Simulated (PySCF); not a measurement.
PBE0 on K⁻ (potassium, charge -1), [Ar] 4s2, closed-shell 1S. Computed with PySCF 2.14 in aug-cc-pVDZ-X2C (6s5p3d, 36 functions), with the spin-free X2C one-electron Hamiltonian (Gaussian nucleus).

```
cycle= 1 E= -602.071905277092  delta_E= -0.00122  |g|= 0.00354  |ddm|= 0.523
cycle= 2 E= -602.071942350574  delta_E= -3.71e-05  |g|= 0.000644  |ddm|= 0.147
cycle= 3 E= -602.071944464786  delta_E= -2.11e-06  |g|= 0.000152  |ddm|= 0.0313
cycle= 4 E= -602.071944691953  delta_E= -2.27e-07  |g|= 2.2e-06  |ddm|= 0.0174
cycle= 5 E= -602.07194469197  delta_E= -1.76e-11  |g|= 4.94e-08  |ddm|= 0.000118
converged SCF energy = -602.07194469197  <S^2> = -2.3092639e-14  2S+1 = 1
```

Highest occupied orbital energy: 0.392 eV; ⟨L²⟩ = 0.00; populations by l: s 8.00, p 12.00, d 0.00.

Problem. Can this result be used?

Solution. With care. The calculation finished and met its thresholds. At PBE0 the highest occupied level has a positive energy, so only the finite basis holds that electron; in a semilocal or global hybrid functional this comes from self-interaction and does not mean that the real anion is unbound.
